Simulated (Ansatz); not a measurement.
`C=CO[Si](F)(F)F`, charge 0, multiplicity 1.

Question: Give a relaxed structure at PBE0-D4/def2-TZVP (Ansatz 0.2.0). (Estimate.)

Answer: The calculation gave: 
Cartesian coordinates in Å:
```
C -1.042 -1.075 0.698
C -0.845 0.214 0.917
O 0.052 1.011 0.267
Si 1.104 0.654 -0.897
F 0.396 0.111 -2.188
F 1.864 1.974 -1.252
F 2.147 -0.426 -0.441
H -0.490 -1.640 -0.044
H -1.787 -1.599 1.281
H -1.398 0.777 1.659
```
Point group Cs.
This is one stationary point; other conformers may exist.
